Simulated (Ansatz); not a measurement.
Start from `B[NH][GeH3]` and change one atom or group to get `B[N](C)[GeH3]`.

Ansatz, PBE0-D4/def2-TZVP geometries, multiplicity 1. 

Scalar relativity is left out up to krypton.

```json
{"property": "HOMO–LUMO gap (PBE/def2-TZVPP) / eV", "`B[NH][GeH3]`": "6.17"}
{"property": "zero-point energy (PBE0-D4/def2-TZVP) / kJ/mol", "`B[NH][GeH3]`": "161.8"}
{"property": "LUMO energy (ωB97M-V/def2-TZVPP) / eV", "`B[NH][GeH3]`": "1.88"}
{"property": "HOMO–LUMO gap (ωB97M-V/def2-TZVPP) / eV", "`B[NH][GeH3]`": "12.52"}
{"property": "HOMO energy (ωB97M-V/def2-TZVPP) / eV", "`B[NH][GeH3]`": "-10.63"}
{"property": "LUMO energy (PBE/def2-TZVPP) / eV", "`B[NH][GeH3]`": "-0.91"}
```

Task: What does the change do to each property? (Best estimate.)

Result: Computed: 
| property | `B[N](C)[GeH3]` | shift |
| --- | --- | --- |
| HOMO–LUMO gap (PBE/def2-TZVPP) / eV | 5.70 | -0.47 |
| zero-point energy (PBE0-D4/def2-TZVP) / kJ/mol | 235.5 | 73.7 |
| LUMO energy (ωB97M-V/def2-TZVPP) / eV | 1.84 | -0.04 |
| HOMO–LUMO gap (ωB97M-V/def2-TZVPP) / eV | 11.93 | -0.59 |
| HOMO energy (ωB97M-V/def2-TZVPP) / eV | -10.10 | 0.53 |
| LUMO energy (PBE/def2-TZVPP) / eV | -0.88 | 0.03 |

The zero-point energy changes by 73.7 kJ/mol with +9 modes.
